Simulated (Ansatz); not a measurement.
# SnH4 (SMILES [SnH4]): methods side by side

SnH4 has 5 atoms, charge 0, and is taken as a singlet. As SMILES, `[SnH4]`. The coordinates come from a PBE0-D4/def2-TZVP relaxation.

```xyz
5

Sn    0.0000    0.0000    0.0000
H     0.8239   -0.8535    1.2229
H    -1.5636    0.4034    0.5431
H    -0.1168   -0.9746   -1.3925
H     0.8565    1.4246   -0.3736
```

Quantity: the energy change with the Sn1–H4 bond stretched from 1.704 to 3.407 Å, in eV. The values are calculated.

```
                        level                    kind  program  value (eV)  less FCI/STO-3G  CPU time (all runs)
   r2SCAN/STO-3G (restricted)                meta-GGA   Ansatz        5.97            +1.57                5.7 s
    BHLYP/STO-3G (restricted)           global hybrid   Ansatz        6.83            +2.43                2.6 s
     PBE0/STO-3G (restricted)           global hybrid   Ansatz        6.26            +1.86                2.8 s
CAM-B3LYP/STO-3G (restricted)  range-separated hybrid   Ansatz        6.64            +2.24                2.8 s
  wB97M-V/STO-3G (restricted)  range-separated hybrid   Ansatz        6.68            +2.28                 29 s
   B2PLYP/STO-3G (restricted)           double hybrid   Ansatz        6.00            +1.60                3.6 s
     CCSD/STO-3G (restricted)   coupled cluster or CI   Ansatz        4.48            +0.08               0.85 s
    CCSDT/STO-3G (restricted)   coupled cluster or CI   Ansatz        4.40             0.00                1.2 s
                   FCI/STO-3G      exact in the basis   Ansatz        4.40             0.00                2.9 s
```

FCI/STO-3G is exact within its basis and frozen core, so for wave-function methods in that basis the difference is their error; functionals converge differently with the basis, so for them it is only a difference. All-electron rows without a relativistic Hamiltonian named are non-relativistic. The first shape isn't each level's own minimum. The values span 4.40 to 6.83 eV. All rows use very small basis sets, so even the best lies far from the true value. In the correlated wave-function rows the outer d shell of Sn is correlated, in sets not made for it. CPU times are rough (shared hosts, several kinds of processor): they show what a rung costs within a factor of a few.
